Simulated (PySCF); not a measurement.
A GIAO shielding run with PySCF (density fitting, non-relativistic, gas phase) on SMILES CC[C@@H]1C[Si@H](CF)N1, C5H12FNSi:

```
$ OMP_NUM_THREADS=1 python probes_run.py task.json out

{"job": {"kind": "nmr", "xc": "PBE0", "basis": "pcSseg-1"}, "charge": 0, "multiplicity": 1}
C      2.785419    -0.736045     0.215297
C      1.454449    -0.942544    -0.496370
C      0.654974     0.349822    -0.603008
C      0.053701     0.870254     0.713064
Si    -1.632737     0.960637    -0.176434
C     -3.122670    -0.119445     0.349397
F     -4.034812     0.650320     1.044357
N     -0.615280     0.152029    -1.298212
H      3.410791    -0.040915    -0.340814
H      3.318308    -1.679392     0.308181
H      2.626761    -0.330150     1.211155
H      1.634276    -1.327499    -1.503225
H      0.851729    -1.678542     0.039094
H      1.266726     1.118305    -1.092651
H      0.481186     1.808965     1.047381
H      0.138828     0.147114     1.518696
H     -2.132798     2.315255    -0.443809
H     -2.859784    -0.951635     1.005085
H     -3.657502    -0.516718    -0.515436
H     -0.626714    -0.039136    -2.286599
```

Hardware: 1 thread of an Intel Xeon, shared host. The job also computes population analyses, field gradients, ring-centre shieldings.

(1) How large is the calculation?

(2) How long does it take, and how much memory does it need?

## Answers

(1) 72 electrons, 203 basis functions and 1069 auxiliary functions.

(2) 2.3 min of wall time, with 14 SCF cycles and 4 response iterations; peak memory 0.91 GiB. Times on a shared host scatter by some tens of per cent.
